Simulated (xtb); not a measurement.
H3Si, doublet, geometry from GFN2-xTB, atoms displaced at random by about 0.1 Å a coordinate. Base run: GFN2-xTB run with xtb.

Input for xtb:
```
$ xtb mol.xyz --gfn 2 --uhf 1 --opt --json

# file mol.xyz
4

Si    -0.00726215     0.12910511     0.07461376
H     -0.02091848     1.45527641    -0.19653722
H      1.09770534    -0.68582472    -0.24932848
H     -1.18888827    -0.58485517    -0.27854740
```

Variants of this job, named by their change:

```
change               ΔE vs base (kcal/mol)  optimiser steps
-------------------  ---------------------  ---------------
base                                 0.000                5
alpb = acetone                        1.28                5
engine = inertial                    0.001                -
opt level = tight                   -0.001                6
opt level = extreme                 -0.001                7
opt level = loose                    0.001                4
opt level = sloppy                   0.001                4
opt level = vtight                  -0.001                7
alpb = ether                          0.98                5
opt level = lax                      0.000                5
```
